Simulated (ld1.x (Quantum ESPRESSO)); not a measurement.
# In (Z = 49): one change to a PAW potential, before and after

- Element: indium (In)
- Generator: ld1.x (Quantum ESPRESSO) 7.5
- Type: PAW
- Functional: PBE
- Relativity: scalar-relativistic
- Frozen core: [Kr]
- Valence charge: 13
- Reference configuration: 4d10 5s2 5p1
- Partial waves: 5s (bound): rcut 1.70, rcutus 2.00 bohr; 5s channel at 0.25 Ry: rcut 1.70, rcutus 2.00 bohr; 5p (bound): rcut 3.00, rcutus 3.20 bohr; 5p channel at 0.45 Ry: rcut 3.00, rcutus 3.20 bohr; 4d (bound): rcut 1.15, rcutus 1.50 bohr; 4d channel at -0.9 Ry: rcut 1.15, rcutus 1.50 bohr
- Local potential: all-electron potential smoothed inside 1.55 bohr (lloc = -1)
- Core correction: Bessel-smoothed model core, default radius (core density twice the valence density)
- Augmentation charge: BESSEL, radius 0.80 bohr

Change: local potential all-electron potential smoothed inside 1.66 bohr (lloc = -1).

Cutoffs: the cutoffs (Ry, on a coarse ladder) from which the occupation-weighted sum of valence levels, in a spherical-Bessel basis at the reference potential, stays within 10 and 1 mRy of its value at 400 Ry; they do not see the model core or the augmentation charge, which bear on the density cutoff. Errors are all-electron minus pseudo energies relative to the spin-unpolarised reference configuration.

**Question.** Predict the effect on cutoff, ghosts and configuration errors.

**Answer.** The potential gets neither clearly harder nor softer (60 Ry and 90 Ry → 60 Ry and 90 Ry); both files keep a bound ghost (s); of the 7 tests that both files solve, the error grows in 5 and shrinks in 1 by more than 15 % and 0.3 meV (median size 5.7 → 7.0 meV).

```csv
quantity,base,changed
"cutoff, loose",60 Ry,60 Ry
"cutoff, tight",90 Ry,90 Ry
loose cutoff by channel (10 mRy a level),"s 6 Ry, p 6 Ry, d 40 Ry","s 6 Ry, p 6 Ry, d 45 Ry"
bound ghosts,s,s
"error for 4d10 5s2 5p0, meV [ΔE 5.36 eV]",+10,+33
"error for 4d10 5s1 5p0, meV [ΔE 24.60 eV]",-4.3,+19
"error for 4d10 5s0 5p0, meV [ΔE 52.92 eV]",-21,-5.2
"error for 4d10 5s1 5p1, meV [ΔE 11.96 eV]",+5.7,+7.0
"error for 4d10 5s2 5p0.5, meV [ΔE 1.94 eV]",+1.1,+5.5
"error for 4d10 5s0 5p3, meV [ΔE 11.95 eV]",+129,+227
"error for 4d10 5s2 5p1.3, meV [ΔE -0.53 eV]",+0.7,+0.8
s: phases at 3.50 bohr within 0.05 rad from the reference energy up to (Ry; the scan ends near 5),to the end of the scan,to the end of the scan
p: phases at 3.50 bohr within 0.05 rad from the reference energy up to (Ry; the scan ends near 5),1.3,1.8
d: phases at 3.50 bohr within 0.05 rad from the reference energy up to (Ry; the scan ends near 5),3.9,4.0
lowest overlap eigenvalue by channel,"s 0.47, p 0.37, d 0.88","s 0.48, p 0.42, d 0.83"
```

 A true bound ghost makes a file unfit for plane-wave use even where its test errors are small: the radial tests pick states by their node count and pass the ghost by.
